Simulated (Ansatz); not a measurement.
Relaxation of H$_{6}$O$_{2}$SiZn (10 atoms, charge 0, multiplicity 1), to a largest force component of 0.03 eV/Å in at most 50 steps.

Level of theory: Ansatz 0.2.0, RKS revPBE-D4/def2-SVP.

```xyz
10
Properties=species:S:1:pos:R:3:forces:R:3
Zn 0.787 -0.362 -0.658 -0.17 0.05 0.19
O -0.198 -0.028 2.136 0.60 0.13 -0.09
H -0.257 -0.926 2.514 0.00 0.00 0.00
O -0.644 -0.123 -1.732 0.00 0.00 0.00
H -0.417 -0.253 -2.672 0.00 0.01 0.00
Si 2.570 -0.722 0.803 0.16 -0.07 -0.02
H 2.334 -1.957 1.644 0.00 0.00 0.00
H 3.942 -0.880 0.193 0.00 0.00 0.00
H 2.697 0.414 1.801 0.00 0.01 0.00
H 0.704 0.259 2.432 -0.60 -0.11 -0.09
```

Where does it end, and by what steps?

The forces met the threshold. After 26 steps the energy has fallen by 0.510 eV; H3 moved furthest, 2.22 Å. Joined: Zn1–O2 (2.98 → 2.24 Å).

| step | energy less start (eV) | largest force component (eV/Å) | accepted |
| --- | --- | --- | --- |
| 0 | 0.0000 | 0.601 | yes |
| 1 | 0.0082 | 1.635 | no |
| 2 | -0.0388 | 0.541 | yes |
| 3 | -0.0767 | 0.426 | yes |
| 4 | -0.1384 | 0.236 | yes |
| 5 | -0.1685 | 0.251 | yes |
| 6 | -0.1804 | 0.248 | yes |
| 7 | -0.1853 | 0.471 | yes |
| 8 | -0.1914 | 0.546 | yes |
| 9 | -0.2051 | 0.454 | yes |
| 10 | -0.2289 | 0.212 | yes |
| 11 | -0.2566 | 0.229 | yes |
| 12 | -0.2670 | 0.871 | yes |
| 13 | -0.3214 | 0.329 | yes |
| 14 | -0.3544 | 0.733 | yes |
| 15 | -0.3855 | 0.884 | yes |
| 16 | -0.4235 | 0.569 | yes |
| 17 | -0.4678 | 0.318 | yes |
| 18 | -0.4835 | 0.472 | yes |
| 19 | -0.4845 | 0.826 | yes |
| 20 | -0.4362 | 2.262 | no |
| 21 | -0.4995 | 0.337 | yes |
| 22 | -0.5053 | 0.172 | yes |
| 23 | -0.5082 | 0.204 | yes |
| 24 | -0.5028 | 0.364 | no |
| 25 | -0.5096 | 0.032 | yes |
| 26 | -0.5102 | 0.023 | yes |

```xyz
10
Properties=species:S:1:pos:R:3
Zn 0.959 -0.481 0.236
O -0.548 0.350 1.670
H -1.067 0.241 0.811
O -0.673 -0.501 -0.671
H -0.703 -0.348 -1.631
Si 3.211 -0.813 0.835
H 3.442 -2.197 1.396
H 4.152 -0.665 -0.337
H 3.676 0.162 1.890
H -0.931 -0.325 2.263
```

Whether the end is a true minimum wasn't checked by a vibrational analysis.

Run time: 64 s on 2 threads of Arm Neoverse V2, on a shared host, peak memory 0.15 GiB.
